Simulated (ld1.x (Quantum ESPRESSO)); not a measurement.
# Which change was made? (Tl, TM)

ld1.x (Quantum ESPRESSO) 7.5 input, shortened:

```
&input
   title='Tl', zed=81., rel=2, dft='PZ', iswitch=3,
   config='[Xe] 4f14 5d10 6s1.5 6p1.5', rel_dist='average'
 /
 &inputp
   pseudotype=2, tm=.true., lloc=0,
   nlcc=.true., new_core_ps=.true., rcore=0.95
 /
3
6P  2  1   1.50   0.00  2.65  2.65  0.0
5D  3  2  10.00   0.00  2.10  2.10  0.0
6S  1  0   1.50   0.00  1.55  1.55  0.0
 &test
   configts(1)='5d10 6s1.5 6p1.5'
 /
```

Open shells are filled in proportion to 2j + 1 (rel_dist='average').

Cutoffs, loose and tight: the cutoffs (Ry, on a coarse ladder) from which the occupation-weighted sum of valence levels, in a spherical-Bessel basis at the reference potential, stays within 10 and 1 mRy of its value at 400 Ry. They do not see the model core or the augmentation charge, which bear on the density cutoff. Test errors are all-electron minus pseudo excitation energies from the reference, over the configurations 5d10 6s2 6p1; 5d10 6s2 6p0; 5d10 6s1 6p0; 5d10 6s0 6p0; 5d10 6s2 6p0.5; 5d10 6s1 6p1; 5d10 6s0 6p3; variants that change the core or the reference have their own tests.

The base gives: outcome: generated; cutoff, loose: 50 Ry; cutoff, tight: 140 Ry; bound ghosts: none; largest test error (meV): -26.

(1) After one change the result is: outcome: generated; cutoff, loose: 50 Ry; cutoff, tight: 140 Ry; bound ghosts: p1/2; largest test error (meV): -104. Which change was it?
A. wave 6p (bound): rc 2.65 bohr becomes 6p (bound): rc 1.78 bohr
B. wave 6p (bound): rc 2.65 bohr becomes 6p (bound): rc 3.28 bohr
C. wave 6p (bound): rc 2.65 bohr becomes 6p (bound): rc 3.96 bohr

Answers

(1) C. The others give: wave 6p (bound): rc 2.65 bohr becomes 6p (bound): rc 3.28 bohr → outcome: generated; cutoff, loose: 50 Ry; cutoff, tight: 140 Ry; bound ghosts: p1/2; largest test error (meV): -45 | wave 6p (bound): rc 2.65 bohr becomes 6p (bound): rc 1.78 bohr → outcome: generated; cutoff, loose: 80 Ry; cutoff, tight: 140 Ry; bound ghosts: p1/2, p3/2; largest test error (meV): -28.
